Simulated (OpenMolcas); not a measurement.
Ru5+: moving the ligands

Ru5+ with 6 ligands (fluoride) in octahedral coordination (Oh) at 1.88 Å. A charge of +0.167 e stands 3.2 Å behind each ligand. Ligand basis ANO-RCC-VDZP.
```
Ru    0.0000    0.0000    0.0000
F     1.8800    0.0000    0.0000
F     0.0000    1.8800    0.0000
F    -1.8800    0.0000    0.0000
F     0.0000   -1.8800    0.0000
F     0.0000    0.0000    1.8800
F     0.0000    0.0000   -1.8800
```

```yaml
Program: OpenMolcas
Method: "SS-CASPT2, IPEA 0.25 Eh, imaginary shift 0.1 Eh (closed shells correlated: 4s 4p and the ligand valence shells)"
Basis: ANO-RCC-VDZP [6s5p3d1f]
Scalar_Hamiltonian: DKH2, point nucleus
Active_space: 3 electrons in 5 orbitals (4d)
State_averaging: 2S+1 = 4 even, 10 roots; 2S+1 = 2 even, 40 roots
Spin-orbit_coupling: state interaction with AMFI integrals over the reference wave functions
```

Runs around this geometry, states (labels of O, the rotations of Oh). Energies in cm-1 above the lowest state or level, χT in cm3 K/mol.

| R (Å) | Ground state | First state of that spin | First gap with spin-orbit (degeneracies) | χT at 300 K | First state of another spin |
| --- | --- | --- | --- | --- | --- |
| 1.85 | 4A2 | 4T2 38260 | 9420 (4, 4) | 1.779 | 2T1 9540 |
| 1.88 | 4A2 | 4T2 36560 | 9330 (4, 4) | 1.775 | 2T1 9460 |
| 1.97 | 4A2 | 4T2 32850 | 9330 (4, 4) | 1.767 | 2T1 9460 |

Taking the first state of the same spin as R^-n, n = -ln(32850 / 38260) / ln(1.97 / 1.85) = 2.4 between the shortest and longest distance.

Roots that are degenerate in the reference are averaged as groups; the widest CASPT2 spread within a group is 3000 cm-1 (the 3-fold group of multiplicity 2 near 97000 cm-1 above the lowest state of its run, R = 1.85). Shifts and gaps below about the spread of the groups concerned are not significant. Over all roots computed the reference weight is 0.64 to 0.67 in R = 1.85, 0.64 to 0.66 in R = 1.88, 0.62 to 0.64 in R = 1.97; a low but even weight reflects the number of correlated electrons. Ligand-to-metal charge-transfer states are missing. With no ligand orbital active B as a rule stays too high, so bands that hang on it stand too high and its fall with covalency is understated. With one d shell and no ligand orbital active, 10Dq can be off by a tenth or more. The least metal-like active orbital is 68 % on the metal (Löwdin) and no ligand orbital is active, so the numbers are rough (holds for R = 1.85; R = 1.88). The least metal-like active orbital is 66 % on the metal (Löwdin) and no ligand orbital is active, so the numbers are rough (holds for R = 1.97). No measured value stands beside these numbers; the geometry is a model, was not optimised and need not be the one that this ion takes.
